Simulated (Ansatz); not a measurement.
This geometry of C$_{2}$H$_{5}$AlBF (10 atoms, charge 0, multiplicity 1) is a first-order saddle point.

Level of theory: RKS BLYP/def2-SVP in Ansatz 0.2.0.

```xyz
10
Properties=species:S:1:pos:R:3
B -1.312 -0.653 -0.550
C 0.014 -0.173 0.114
C 0.560 -0.981 1.074
Al 0.801 1.516 -0.508
F 0.136 2.957 0.057
H -1.840 -0.030 -1.455
H -1.846 -1.682 -0.176
H 1.505 -0.760 1.607
H 0.069 -1.926 1.380
H 1.996 1.681 -1.540
```

(1) Which two structures does it join? (They come from a converged band through this point; their orientation in space is the band's.)

(2) How far does it lie above each of them?

Results:

(1) No bond is made or broken. The dihedral C3–C2–Al4–F5 goes from -180 to 0°.

Image 0:

```xyz
10
Properties=species:S:1:pos:R:3
B -1.487 -0.585 -0.386
C -0.050 -0.162 0.050
C 0.670 -1.041 0.817
Al 0.817 1.539 -0.407
F 0.006 2.682 -1.337
H -2.197 0.140 -1.052
H -1.917 -1.675 -0.051
H 1.696 -0.838 1.182
H 0.256 -2.023 1.121
H 2.288 1.912 0.066
```

Image 10:

```xyz
10
Properties=species:S:1:pos:R:3
B -1.480 -0.583 -0.383
C -0.045 -0.164 0.054
C 0.674 -1.045 0.820
Al 0.741 1.564 -0.451
F 2.307 1.885 0.087
H -2.186 0.144 -1.056
H -1.921 -1.668 -0.049
H 1.700 -0.843 1.183
H 0.255 -2.026 1.120
H 0.038 2.686 -1.322
```

(2) 0.058 eV above the first and 0.075 eV above the second. This is the barrier of this one path; another mechanism may lie lower.

Time of the run: 4 min on 2 threads of Arm Neoverse V1, with other jobs on the host, peak memory 0.14 GiB.
